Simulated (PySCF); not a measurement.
## From r²SCAN to CCSD(T): MK along the fifth-period p block

r²SCAN and CCSD(T) in PySCF with x2c-SVPall on every atom, spin-free X2C, for the lowest determinant that a PBE0 search found; no spin–orbit coupling.

```tsv
molecule	state (unpaired electrons)	r²SCAN Re (Å)	r²SCAN ωe (cm⁻¹)	r²SCAN De (eV)	CCSD(T) Re (Å)	CCSD(T) ωe (cm⁻¹)	CCSD(T) De (eV)
KSn	quartet (σ ↑, π ↑↑)	3.275	138	1.45	3.324	137	1.25
KSb	triplet (π ↑↑)	3.353	142	1.20	3.408	136	0.74
KTe	doublet (π ↑)	3.181	170	2.23	3.218	166	1.83
KI	singlet (closed shell)	3.069	188	3.47	?	?	?
```

**Question.** Estimate the CCSD(T) values of KI by adding the mean shift from r²SCAN to CCSD(T) of the other rows, and compare with the calculation.

**Answer.** The mean shifts are +4.7 pm, -4 cm⁻¹ and -0.35 eV, which give 3.116 Å, 184 cm⁻¹ and 3.12 eV. CCSD(T)/x2c-SVPall gives Re = 3.104 Å, ωe = 185 cm⁻¹, De = 3.14 eV.

**Question.** What are the mean differences of r²SCAN from CCSD(T) over the whole series?

**Answer.** Re -4.4 pm, ωe +4 cm⁻¹, De +0.35 eV.

In a basis of this size CCSD(T) is itself not converged; it tends to give bonds that are too long and too weak.

Correlated steps freeze 23 core orbitals. UHF and ROHF references stand side by side, which adds small steps between rows. Correlated levels converge slowly with the basis: in double zeta they bind strong bonds too weakly, by up to about 1 eV, and carry superposition errors of some tenths. Spin–orbit coupling is left out, which matters for elements this heavy, above all for dissociation energies. Where the molecule has an RHF reference, its open-shell atoms are computed with UHF. States were picked by a PBE0 search and need not be the measured ground states.
